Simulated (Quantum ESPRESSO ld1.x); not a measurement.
These are the eigenvalues of the occupied orbitals of an atom or ion with whole-number occupations (eV). Calculated with ld1.x of Quantum ESPRESSO 7.5: Dirac Kohn-Sham, PBE, spin-unpolarised, spherical densities, point nucleus.

1s1/2: -45427.5
2s1/2: -7756.11
2p1/2: -7368.16
2p3/2: -6807.86
3s1/2: -2034.17
3p1/2: -1868.37
3p3/2: -1754.98
3d3/2: -1467.80
3d5/2: -1443.19
4s1/2: -724.746
4p1/2: -659.735
4p3/2: -631.642
4d3/2: -523.442
4d5/2: -517.915

Which element is it, and in what charge state? The configuration may be excited. Open shells, if any, are shared by 2j + 1.

Answer. Z = 61, promethium, charge +18: Pm18+ in [Kr] 4d7. The list shows which subshells hold electrons but not how many an open one holds; the 1s level, -1669.4 hartree, gives Z - s = 57.8 by -(Z - s)^2/2, which with screening and relativity narrows Z to a few neighbours, and the depths of the outer levels then fix element, charge and occupations together.
